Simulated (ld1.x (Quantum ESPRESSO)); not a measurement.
## Before and after: ultrasoft potential for gallium

```json
{
  "Element": "gallium (Ga)",
  "Generator": "ld1.x (Quantum ESPRESSO) 7.5",
  "Type": "ultrasoft",
  "Functional": "PBE",
  "Relativity": "fully relativistic",
  "Frozen core": "[Ar]",
  "Valence charge": "13",
  "Reference configuration": "3d10 4s1 4p2",
  "Partial waves": "4s (bound): rcut 1.95, rcutus 2.05 bohr; 4s channel at -0.25 Ry: rcut 1.95, rcutus 2.05 bohr; 4p (bound): rcut 1.75, rcutus 2.10 bohr; 4p channel at 2.05 Ry: rcut 1.75, rcutus 2.10 bohr; 3d (bound): rcut 1.30, rcutus 1.60 bohr; 3d channel at -1 Ry: rcut 1.30, rcutus 1.60 bohr",
  "Local potential": "all-electron potential smoothed inside 1.75 bohr (lloc = -1)",
  "Core correction": "Bessel-smoothed model core, default radius (core density twice the valence density)",
  "Augmentation charge": "PSQ, inside the norm-conserving radii"
}
```

Open shells are filled in proportion to 2j + 1 (rel_dist='average').

All-electron outer shells of the reference configuration (PBE, scalar-relativistic, ld1.x):

| shell | level (eV) | outermost node (bohr) | outermost maximum (bohr) |
| --- | --- | --- | --- |
| 3s | -150.06 | 0.27 | 0.56 |
| 3p | -100.79 | 0.24 | 0.56 |
| 3d | -21.04 | – | 0.53 |
| 4s | -10.04 | 0.80 | 1.87 |
| 4p | -3.35 | 0.87 | 2.47 |

Change: waves 4p (bound): rcut 1.75, rcutus 1.92 bohr; 4p channel at 2.05 Ry: rcut 1.75, rcutus 1.92 bohr.

Cutoffs: the cutoffs (Ry, on a coarse ladder) from which the occupation-weighted sum of valence levels, in a spherical-Bessel basis at the reference potential, stays within 10 and 1 mRy of its value at 400 Ry; they do not see the model core or the augmentation charge, which bear on the density cutoff. Errors are all-electron minus pseudo energies relative to the spin-unpolarised reference configuration.

Q: How do hardness, ghosts and transferability respond?

A: The potential gets neither clearly harder nor softer (45 Ry and 70 Ry → 45 Ry and 70 Ry); of the 7 tests that both files solve, the error grows in 3 and shrinks in 1 by more than 15 % and 0.3 meV (median size 5.9 → 6.8 meV); neither file shows a bound ghost.

```tsv
quantity	base	changed
cutoff, loose	45 Ry	45 Ry
cutoff, tight	70 Ry	70 Ry
bound ghosts	none	none
error for 3d10 4s2 4p1, meV [ΔE -6.54 eV]	-5.9	-6.8
error for 3d10 4s2 4p0, meV [ΔE -0.85 eV]	-5.5	-6.6
error for 3d10 4s1 4p0, meV [ΔE 20.28 eV]	-1.4	+0.6
error for 3d10 4s0 4p0, meV [ΔE 51.55 eV]	-48	-42
error for 3d10 4s0 4p3, meV [ΔE 6.83 eV]	-6.9	-8.0
error for 3d9 4s2 4p1, meV [ΔE 21.16 eV]	-218	-228
error for 3d10 4s1 4p1, meV [ΔE 6.52 eV]	0.0	+0.2
lowest overlap eigenvalue by channel	s 0.37, p1/2 0.61, p3/2 0.61, d3/2 0.92, d5/2 1.00	s 0.37, p1/2 0.61, p3/2 0.61, d3/2 0.92, d5/2 1.00
```
